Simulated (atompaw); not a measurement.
# Logarithmic derivatives: Sb, PAW (atompaw)

```json
{"Element": "Sb", "Generator": "atompaw 4.2.0.5", "Type": "PAW", "Functional": "PBE", "Relativity": "scalar-relativistic", "Frozen core": "[Kr] 4d10", "Valence charge": "5", "Reference configuration": "5s2 5p3", "Partial waves": "5s (bound): rc 2.10 bohr; 5s channel at 1.1 Ry: rc 1.90 bohr; 5p (bound): rc 2.10 bohr; 5p channel at 1.7 Ry: rc 2.10 bohr; 5d channel at 0.4 Ry: rc 2.05 bohr; 5d channel at 2.5 Ry: rc 2.05 bohr", "Local potential": "troulliermartins scheme with l = 3 at 1 Ry, radius 1.80 bohr", "Core correction": "smooth core density matched at 1.50 bohr", "Augmentation charge": "besselshape compensation charge, radius 1.80 bohr; PAW radius 2.10 bohr; waves and projectors: custom polynom2 7 10 vanderbiltortho"}
```

The phase is arctan(r·u′/u) with u = r·R(r), unwrapped; energies in Ry, scanned from -3 to 5 Ry. A pole is an energy at which the radial function vanishes at the test radius. The pseudo phase is shifted by a multiple of π to meet the all-electron one at the reference energy, and phase errors are pseudo minus all-electron; the curves can meet again beyond the range given. Levels narrower than the energy grid can be missing from the lists of poles.

Problem. For each channel, where are the poles, and over which energies does the pseudopotential scatter like the atom?

Solution.

```csv
channel,radius (bohr),reference energy (Ry),"poles, all-electron","poles, pseudo",unbroken range about the reference energy with phases within 0.05 rad,phase error 1 Ry above the reference energy (rad)
s,2.12,-0.94,2.16,2.15,the whole range,-0.000
p,2.12,-0.35,3.92,3.91,the whole range,-0.000
d,2.12,0.40,-2.25,-2.31,above -2.3,-0.000
```

Note: ghost states, extra bound levels that the all-electron valence spectrum of the same l lacks: s at -210.7 eV, p at -158.3 eV, d at -34.4 eV. A true bound ghost makes a file unfit for plane-wave use.

Phases in the d channel:

```
E (Ry)  all-electron  pseudo
 -3.00         1.097   1.030
 -2.52        -1.032  -1.290
 -2.04        -1.672  -1.685
 -1.56        -1.768  -1.771
 -1.08        -1.823  -1.824
 -0.60        -1.873  -1.874
 -0.12        -1.931  -1.931
  0.36        -2.006  -2.006
  0.84        -2.116  -2.116
  1.32        -2.300  -2.300
  1.80        -2.642  -2.642
  2.28        -3.232  -3.232
  2.76        -3.828  -3.828
  3.24        -4.175  -4.175
  3.72        -4.361  -4.361
  4.20        -4.471  -4.471
  4.68        -4.544  -4.544
```
